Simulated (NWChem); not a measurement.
# Total energies of H2Be

SMILES: [BeH2]
```xyz
3

Be     0.0000     0.0000     0.0000
H      0.0000     0.0000     1.3442
H      0.0000     0.0000    -1.3442
```
Charge 0, spin multiplicity 1.

All runs are NWChem calculations. All single points use one geometry, from PBE/def2-SVP, a minimum by its harmonic frequencies.

Basis set: 3-21G (13 functions).

```json
[
 {"method": "RHF", "total energy (Ha)": "-15.67376"},
 {"method": "MP2", "total energy (Ha)": "-15.70199"},
 {"method": "B2PLYP", "total energy (Ha)": "-15.77846"},
 {"method": "PBE", "total energy (Ha)": "-15.76413"},
 {"method": "B3LYP", "total energy (Ha)": "-15.82371"},
 {"method": "r2SCAN", "total energy (Ha)": "-15.79292"},
 {"method": "CCSD(T)", "total energy (Ha)": "-15.71344"}
]
```

Total energies of different functionals aren't comparable as a measure of quality: only differences taken within one method are. 

The correlated methods keep 1 core orbital frozen. B3LYP has NWChem's definition, with VWN1-RPA local correlation. The structure started from a generated list of species. Coupled-cluster values serve here as a point of comparison, not as the truth.
